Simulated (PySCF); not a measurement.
# Radial density of Lu(2+) (lutetium, charge +2)

r2SCANh, [Xe] 4f14 6p1, 2P determinant (an excited configuration). All numbers are calculated (PySCF 2.14, the spin-free X2C one-electron Hamiltonian (Gaussian nucleus), in x2c-TZVPPall).

| r (bohr) | 4πr²ρ (e/bohr) | 4πr²(ρα − ρβ) |
| --- | --- | --- |
| 0.0142 | 97.57 | 0.0013 |
| 0.0239 | 84.72 | 0.0039 |
| 0.0402 | 107.3 | 0.0068 |
| 0.0676 | 125.8 | 0.0018 |
| 0.114 | 98.51 | 0.0056 |
| 0.191 | 110.2 | 0.0067 |
| 0.322 | 56.35 | 0.0131 |
| 0.541 | 60.27 | -0.0018 |
| 0.910 | 20.06 | 0.0782 |
| 1.53 | 7.089 | 0.0048 |
| 2.57 | 0.7327 | 0.2236 |
| 4.33 | 0.2819 | 0.2808 |
| 7.28 | 0.009812 | 0.0098 |
| 12.3 | 8.530e-05 | 0.0001 |

Densities and radii are taken from the X2C orbitals without a picture-change correction, which distorts them close to the nucleus.

Spin-orbit coupling, absent here, splits the open shell strongly.
